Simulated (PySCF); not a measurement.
## Relaxation of singlet PdH2

Computed with PBE0/[Pd def2-TZVP with ECP28, H def2-TZVP], scalar-relativistic core potentials, density fitting, no spin–orbit coupling, PySCF. A (50,194) grid was used.

A hand-made linear start, of D∞h symmetry, held to at least that symmetry:

```xyz
3
charge 0 multiplicity 1, angstrom
Pd    0.0000    0.0000    0.0000
H     0.0000    0.0000    1.5200
H     0.0000    0.0000   -1.5200
```

At each step, columns x, y, z (Å) and Fx, Fy, Fz (eV/Å):

```
step 0  E − E(last) = 19.94 kJ/mol
Pd   0.000   0.000   0.000   0.000   0.000   0.000
H    0.000   0.000   1.520   0.000   0.000   2.062
H    0.000   0.000  -1.520   0.000   0.000  -2.062
step 1  E − E(last) = 3.42 kJ/mol
Pd   0.000   0.000   0.000   0.000   0.000   0.000
H    0.000   0.000   1.582   0.000   0.000   0.773
H    0.000   0.000  -1.582   0.000   0.000  -0.773
step 2  E − E(last) = 0.17 kJ/mol
Pd   0.000   0.000   0.000   0.000   0.000   0.000
H    0.000   0.000   1.618   0.000   0.000   0.162
H    0.000   0.000  -1.618   0.000   0.000  -0.162
step 3  E − E(last) = 0.00 kJ/mol
Pd   0.000   0.000   0.000   0.000   0.000   0.000
H    0.000   0.000   1.628   0.000   0.000   0.017
H    0.000   0.000  -1.628   0.000   0.000  -0.017
step 4  E − E(last) = 0.00 kJ/mol
Pd   0.000   0.000   0.000   0.000   0.000   0.000
H    0.000   0.000   1.629   0.000   0.000   0.000
H    0.000   0.000  -1.629   0.000   0.000   0.000
```

It ends at D∞h with Pd–H 1.629 Å (×2); H–Pd–H 180.0°. A frequency run shows a minimum. Other isomers or separated fragments may lie lower.

The relaxation took of the order of 6 core-seconds on a shared host.
